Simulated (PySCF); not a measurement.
F3H3Si2, SMILES F[Si]([SiH3])(F)F.

The structure is a stationary point at PBE0-D3(BJ)/def2-SVP.

The numbers are results of PySCF with CAM-B3LYP/def2-TZVP, not measurements.

Symmetry labels are those of the subgroup Cs that the program uses (full group C3v).

Computed valence orbital energies around the gap with their symmetry:
```json
[
 {"orbital": "HOMO−7", "symmetry": "A\"", "energy (eV)": "-14.72"},
 {"orbital": "HOMO−6", "symmetry": "A'", "energy (eV)": "-14.72"},
 {"orbital": "HOMO−5", "symmetry": "A\"", "energy (eV)": "-14.08"},
 {"orbital": "HOMO−4", "symmetry": "A'", "energy (eV)": "-14.08"},
 {"orbital": "HOMO−3", "symmetry": "A\"", "energy (eV)": "-13.62"},
 {"orbital": "HOMO−2", "symmetry": "A'", "energy (eV)": "-12.00"},
 {"orbital": "HOMO−1", "symmetry": "A\"", "energy (eV)": "-12.00"},
 {"orbital": "HOMO", "symmetry": "A'", "energy (eV)": "-10.86"},
 {"orbital": "LUMO", "symmetry": "A\"", "energy (eV)": "0.68"},
 {"orbital": "LUMO+1", "symmetry": "A'", "energy (eV)": "0.68"},
 {"orbital": "LUMO+2", "symmetry": "A'", "energy (eV)": "1.42"},
 {"orbital": "LUMO+3", "symmetry": "A'", "energy (eV)": "1.71"}
]
```
